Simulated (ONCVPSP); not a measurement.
How hard is this Al ONCV potential?

ONCVPSP 4.0.1 input, shortened (lines: element, Z, core and valence counts, functional; n l f; lmax; l rc ep ncon nbas qcut; lloc lpopt rc5 dvloc0; l nproj debl; icmod fcfact rcfact), PBE, scalar-relativistic:

```
  Al 13.00    3    1        4      upf
    1    0    2.00
    2    0    2.00
    2    1    6.00
    3    0    2.00
    1
    0    2.20    0.00    4    7    2.60
    1    2.00    0.10    4    8    3.70
    4    4    1.85    4.00
    0    2    2.00
    1    2    2.30
    3    5.25    1.50
```

In the p channel the program set the typed energies aside and used 0.050, 2.350 Ha.

Q: For each optimised wave give the share of its norm inside rc, the residual kinetic energy above qcut (Ha) and the cutoffs (Ha) for errors of 10, 1, 0.1 and 0.01 mHa per electron.

A:

| wave | norm inside rc | residual KE | 10 mHa | 1 mHa | 0.1 mHa | 0.01 mHa |
| --- | --- | --- | --- | --- | --- | --- |
| 3s | 0.474 | 6.3e-03 | 2.9 | 12.0 | 23.1 | 27.4 |
| s projector 2 | 0.126 | 8.2e-02 | 5.7 | 21.4 | 30.1 | 34.8 |
| p projector 1 | 0.118 | 6.3e-05 | 1.6 | 2.6 | 6.3 | 14.8 |
| p projector 2 | 0.132 | 7.5e-03 | 6.1 | 9.6 | 26.9 | 63.2 |

The occupied waves need 12 Ha and 23 Ha for 1 and 0.1 mHa.
